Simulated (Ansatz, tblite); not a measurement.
Removing an electron: CaI₂⁻ (the lowest doublet isomer of a short search). Total charge -1; doublet. Geometry: r2SCAN-D4/def2-TZVPD. Ansatz, gas phase; energy differences of separate SCF runs; the oxidised species is a singlet (the triplet lies 3.43 eV higher at PBE0-D4/def2-TZVPD).

```xyz
3

Ca    0.244   -0.395   -0.747
I    -1.709    1.794   -0.990
I     1.466   -1.399    1.737
```

In the def2 sets I takes a core potential; there is no spin–orbit coupling. The xTB rows come from tblite. The structure comes from a short search, and lower isomers may exist.

```tsv
level	−HOMO (eV)	vertical IE (eV)	−LUMO (eV)	HOMO–LUMO gap (eV)	remarks
GFN2-xTB	–	5.26	–	–	–
PBE-D4/def2-TZVPD	-0.40	1.50	-1.25	0.85	HOMO above zero (-1 doublet)
r2SCAN-D4/def2-TZVPD	-0.32	1.49	-1.48	1.17	HOMO above zero (-1 doublet)
```

Estimate the rows for GFN1-xTB, PBE0-D4/def2-TZVPD.


```json
{"level": "GFN1-xTB", "−HOMO (eV)": "–", "vertical IE (eV)": "3.89", "−LUMO (eV)": "–", "HOMO–LUMO gap (eV)": "–"}
{"level": "PBE0-D4/def2-TZVPD", "−HOMO (eV)": "0.19", "vertical IE (eV)": "1.54", "−LUMO (eV)": "-1.84", "HOMO–LUMO gap (eV)": "2.04"}
```

  A HOMO above zero means that the electron is unbound at that level or that self-interaction error raises the level; the energy of removing that electron tells which. HOMO and LUMO are the levels of the spin that leaves or enters (xTB has no such levels and no spin-polarisation term). Other spin states of the ions may lie lower, which would lower the ionisation energy or raise the affinity. Raw xTB energy differences between charge states are shifted by several eV; the methods need an empirical correction for them.
